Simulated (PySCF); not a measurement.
CHBrClF, SMILES Cl[C@@H](F)Br.

Geometry: B3LYP-D3(BJ)/def2-SVP.

Two levels are set side by side: PBE/def2-TZVPD (PySCF) and M06-2X/def2-TZVPD (PySCF). Same geometry, gas phase. Differences are taken from unrounded values.

```csv
quantity,M06-2X
orbital gap (eV),9.43
highest occupied level (eV),-9.92
lowest empty level (eV),-0.50
dipole moment (D),1.24
mean polarisability (bohr³),51.8
```

Question: What does PBE give, and how far is it from M06-2X? (An estimate is asked for; the answer gives what the named calculation found.)

Answer: 
```
quantity                       PBE  PBE minus M06-2X
---------------------------  -----  ----------------
orbital gap (eV)              5.04             -4.39
highest occupied level (eV)  -7.33              2.59
lowest empty level (eV)      -2.29             -1.79
dipole moment (D)             1.14             -0.10
mean polarisability (bohr³)   54.6               2.8
```

PBE's occupied levels lie high since its potential decays too fast outside the molecule; exact exchange lowers them and widens the gap. Loosely held outer electrons make PBE densities more polarisable. Differences between two approximate levels are no errors against the true value.

Rough cost on one machine, each run with all the roots and properties that it gave: M06-2X against PBE about 5 times.
